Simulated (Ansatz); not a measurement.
# Molecular dynamics of Cl$_{2}$H$_{4}$NO$_{2}$Ta

input.yaml

```yaml
crystal:
  periodic: [false, false, false]
  atoms:
    - { symbol: Ta, position_ang: [-0.258441, 0.089963, 0.061853] }
    - { symbol: Cl, position_ang: [1.819634, 1.334436, 0.063688] }
    - { symbol: O, position_ang: [0.391433, -0.874249, 1.548256] }
    - { symbol: H, position_ang: [1.234265, -0.919172, 1.974545] }
    - { symbol: "N", position_ang: [0.26695, -0.493176, -1.735988] }
    - { symbol: H, position_ang: [-0.288862, -1.110103, -2.299597] }
    - { symbol: H, position_ang: [1.129266, -0.244778, -2.184205] }
    - { symbol: Cl, position_ang: [-1.459102, 2.104713, 0.356313] }
    - { symbol: O, position_ang: [-1.82986, -0.901846, -0.067954] }
    - { symbol: H, position_ang: [-2.691282, -1.278987, -0.103812] }
basis:
  gaussian: { orbitals: def2-SVP }
hamiltonian:
  xc: hf
md:
  timestep: 0.5
  n_steps: 150
  ensemble: nvt_langevin
  temperature: 2000.0
  initial_velocities: maxwell_boltzmann
  seed: 648737
  friction: 0.5
```

Run as:

```bash
$ ansatz run input.yaml --threads 2 --pin off --max-ram 3072MiB --backend cpu --events-out ev --progress --plain --runs-dir out
```

It starts from a relaxed structure.

Output, in part (one step line in 3, the closing report, with atoms numbered from 0):

```
md step     0: t =     0.00 fs  T =  1800.0 K  F+E_penalty+E_count = -32155.76335494 eV  E_kin = 2.326680 eV  (37 SCF iters)
md step     3: t =     1.50 fs  T =  1051.3 K  F+E_penalty+E_count = -32155.55518925 eV  E_kin = 1.358901 eV  (40 SCF iters)
md step     6: t =     3.00 fs  T =  1235.5 K  F+E_penalty+E_count = -32154.94372433 eV  E_kin = 1.597029 eV  (39 SCF iters)
md step     9: t =     4.50 fs  T =  2658.5 K  F+E_penalty+E_count = -32155.36231427 eV  E_kin = 3.436437 eV  (41 SCF iters)
md step    12: t =     6.00 fs  T =  2068.2 K  F+E_penalty+E_count = -32155.45148186 eV  E_kin = 2.673399 eV  (39 SCF iters)
md step    15: t =     7.50 fs  T =  2310.6 K  F+E_penalty+E_count = -32154.90370940 eV  E_kin = 2.986726 eV  (40 SCF iters)
md step    18: t =     9.00 fs  T =  1312.3 K  F+E_penalty+E_count = -32154.57033313 eV  E_kin = 1.696329 eV  (42 SCF iters)
md step    21: t =    10.50 fs  T =  1331.6 K  F+E_penalty+E_count = -32155.07246205 eV  E_kin = 1.721246 eV  (41 SCF iters)
md step    24: t =    12.00 fs  T =  2255.1 K  F+E_penalty+E_count = -32155.32952521 eV  E_kin = 2.914928 eV  (39 SCF iters)
md step    27: t =    13.50 fs  T =  1248.3 K  F+E_penalty+E_count = -32154.96573245 eV  E_kin = 1.613539 eV  (40 SCF iters)
md step    30: t =    15.00 fs  T =  1631.3 K  F+E_penalty+E_count = -32155.25197864 eV  E_kin = 2.108570 eV  (39 SCF iters)
md step    33: t =    16.50 fs  T =  1104.2 K  F+E_penalty+E_count = -32155.26845556 eV  E_kin = 1.427293 eV  (42 SCF iters)
md step    36: t =    18.00 fs  T =  1965.3 K  F+E_penalty+E_count = -32154.96690911 eV  E_kin = 2.540340 eV  (41 SCF iters)
md step    39: t =    19.50 fs  T =  2031.4 K  F+E_penalty+E_count = -32155.01720066 eV  E_kin = 2.625805 eV  (40 SCF iters)
md step    42: t =    21.00 fs  T =  1058.1 K  F+E_penalty+E_count = -32155.19246618 eV  E_kin = 1.367644 eV  (40 SCF iters)
md step    45: t =    22.50 fs  T =  2094.0 K  F+E_penalty+E_count = -32155.09728323 eV  E_kin = 2.706704 eV  (41 SCF iters)
md step    48: t =    24.00 fs  T =  2366.4 K  F+E_penalty+E_count = -32155.03540568 eV  E_kin = 3.058844 eV  (40 SCF iters)
md step    51: t =    25.50 fs  T =  2185.2 K  F+E_penalty+E_count = -32155.04184839 eV  E_kin = 2.824543 eV  (42 SCF iters)
md step    54: t =    27.00 fs  T =  1813.6 K  F+E_penalty+E_count = -32154.83916390 eV  E_kin = 2.344242 eV  (42 SCF iters)
md step    57: t =    28.50 fs  T =  2578.6 K  F+E_penalty+E_count = -32154.38070475 eV  E_kin = 3.333122 eV  (41 SCF iters)
md step    60: t =    30.00 fs  T =  2531.5 K  F+E_penalty+E_count = -32153.59483396 eV  E_kin = 3.272159 eV  (41 SCF iters)
md step    63: t =    31.50 fs  T =  1750.7 K  F+E_penalty+E_count = -32153.60634403 eV  E_kin = 2.262975 eV  (42 SCF iters)
md step    66: t =    33.00 fs  T =  1759.8 K  F+E_penalty+E_count = -32154.30155177 eV  E_kin = 2.274699 eV  (41 SCF iters)
md step    69: t =    34.50 fs  T =  1930.0 K  F+E_penalty+E_count = -32153.89774649 eV  E_kin = 2.494720 eV  (41 SCF iters)
md step    72: t =    36.00 fs  T =  2334.7 K  F+E_penalty+E_count = -32153.59292579 eV  E_kin = 3.017829 eV  (41 SCF iters)
md step    75: t =    37.50 fs  T =  1298.1 K  F+E_penalty+E_count = -32154.26965507 eV  E_kin = 1.677862 eV  (41 SCF iters)
md step    78: t =    39.00 fs  T =  2428.2 K  F+E_penalty+E_count = -32154.80771666 eV  E_kin = 3.138663 eV  (41 SCF iters)
md step    81: t =    40.50 fs  T =  2064.9 K  F+E_penalty+E_count = -32154.68348923 eV  E_kin = 2.669100 eV  (39 SCF iters)
md step    84: t =    42.00 fs  T =  2224.6 K  F+E_penalty+E_count = -32153.57143056 eV  E_kin = 2.875566 eV  (40 SCF iters)
md step    87: t =    43.50 fs  T =  2171.2 K  F+E_penalty+E_count = -32154.31979340 eV  E_kin = 2.806434 eV  (39 SCF iters)
md step    90: t =    45.00 fs  T =  1845.5 K  F+E_penalty+E_count = -32154.31412127 eV  E_kin = 2.385554 eV  (39 SCF iters)
md step    93: t =    46.50 fs  T =  1863.2 K  F+E_penalty+E_count = -32154.38241185 eV  E_kin = 2.408382 eV  (41 SCF iters)
md step    96: t =    48.00 fs  T =  1214.0 K  F+E_penalty+E_count = -32154.52655729 eV  E_kin = 1.569193 eV  (40 SCF iters)
md step    99: t =    49.50 fs  T =  3056.3 K  F+E_penalty+E_count = -32154.66146701 eV  E_kin = 3.950576 eV  (39 SCF iters)
md step   102: t =    51.00 fs  T =  2672.3 K  F+E_penalty+E_count = -32154.37781526 eV  E_kin = 3.454158 eV  (40 SCF iters)
md step   105: t =    52.50 fs  T =  2046.1 K  F+E_penalty+E_count = -32154.39756916 eV  E_kin = 2.644852 eV  (40 SCF iters)
md step   108: t =    54.00 fs  T =  1327.4 K  F+E_penalty+E_count = -32154.64486574 eV  E_kin = 1.715816 eV  (41 SCF iters)
md step   111: t =    55.50 fs  T =  2308.3 K  F+E_penalty+E_count = -32154.27201540 eV  E_kin = 2.983656 eV  (41 SCF iters)
md step   114: t =    57.00 fs  T =  2058.3 K  F+E_penalty+E_count = -32154.50489440 eV  E_kin = 2.660572 eV  (41 SCF iters)
md step   117: t =    58.50 fs  T =  1700.6 K  F+E_penalty+E_count = -32154.55085590 eV  E_kin = 2.198244 eV  (41 SCF iters)
md step   120: t =    60.00 fs  T =  2376.7 K  F+E_penalty+E_count = -32154.56446555 eV  E_kin = 3.072086 eV  (41 SCF iters)
md step   123: t =    61.50 fs  T =  2032.8 K  F+E_penalty+E_count = -32154.62080634 eV  E_kin = 2.627590 eV  (39 SCF iters)
md step   126: t =    63.00 fs  T =  1474.4 K  F+E_penalty+E_count = -32154.54341736 eV  E_kin = 1.905765 eV  (41 SCF iters)
md step   129: t =    64.50 fs  T =  1338.0 K  F+E_penalty+E_count = -32154.62657662 eV  E_kin = 1.729548 eV  (41 SCF iters)
md step   132: t =    66.00 fs  T =  1841.1 K  F+E_penalty+E_count = -32154.43615834 eV  E_kin = 2.379765 eV  (40 SCF iters)
md step   135: t =    67.50 fs  T =  2182.3 K  F+E_penalty+E_count = -32154.15331438 eV  E_kin = 2.820889 eV  (39 SCF iters)
md step   138: t =    69.00 fs  T =  2168.2 K  F+E_penalty+E_count = -32154.33946070 eV  E_kin = 2.802624 eV  (41 SCF iters)
md step   141: t =    70.50 fs  T =  2090.8 K  F+E_penalty+E_count = -32154.40208862 eV  E_kin = 2.702609 eV  (40 SCF iters)
md step   144: t =    72.00 fs  T =  1719.4 K  F+E_penalty+E_count = -32154.24790574 eV  E_kin = 2.222468 eV  (41 SCF iters)
md step   147: t =    73.50 fs  T =  1806.5 K  F+E_penalty+E_count = -32154.15480478 eV  E_kin = 2.335069 eV  (41 SCF iters)
md step   150: t =    75.00 fs  T =  1636.2 K  F+E_penalty+E_count = -32153.86251087 eV  E_kin = 2.114989 eV  (41 SCF iters)
Total energy: -32153.86251087 eV, -1181.6326526037 hartree
Atom 0 at    -0.346885     0.192111     0.052240 Å, force     2.796745    -1.914989    -2.519091 eV/Å
Atom 1 at     2.039537     1.315966     0.071533 Å, force    -1.235107    -0.001384     0.048131 eV/Å
Atom 2 at     0.548153    -0.866750     1.334585 Å, force     3.874724    -1.729944    -0.653895 eV/Å
Atom 3 at     1.583724    -1.135190     1.200186 Å, force    -4.766910     1.533341     0.848076 eV/Å
Atom 4 at     0.156148    -0.325094    -1.807343 Å, force     0.888585    -1.136540    -1.870798 eV/Å
Atom 5 at     0.480867    -1.227079    -2.207051 Å, force    -0.999734     0.145941     1.735470 eV/Å
Atom 6 at     0.493248     0.162860    -2.646625 Å, force    -0.540195     1.222043     1.411285 eV/Å
Atom 7 at    -1.485766     2.101317     0.190749 Å, force    -0.757311     1.948138     0.429222 eV/Å
Atom 8 at    -1.982598    -0.809106     0.012845 Å, force     0.964968    -0.539167     0.502739 eV/Å
Atom 9 at    -2.056689    -1.758312    -0.058891 Å, force    -0.225766     0.472560     0.068859 eV/Å
Dipole moment:    -0.246494    -0.971181    -0.401653 e Å
```

The run went to its last step. A run of 0.075 ps of so small a system gives no equilibrium averages. The friction is so strong that the motion is overdamped, so the time scale means little.

The same pairs are bonded in the first frame and the last. Pairs count as bonded within 1.25 times the sum of covalent radii (0.12 Å more for H–H).

Last frame:

```xyz
10
Properties=species:S:1:pos:R:3
Ta -0.347 0.192 0.052
Cl 2.039 1.316 0.071
O 0.548 -0.867 1.335
H 1.584 -1.135 1.200
N 0.156 -0.325 -1.807
H 0.481 -1.227 -2.207
H 0.493 0.163 -2.647
Cl -1.486 2.101 0.191
O -1.983 -0.809 0.013
H -2.057 -1.758 -0.059
```

The run took 6.6 min on 2 threads of Arm Neoverse V1, with other jobs on the host, peak memory 0.32 GiB.
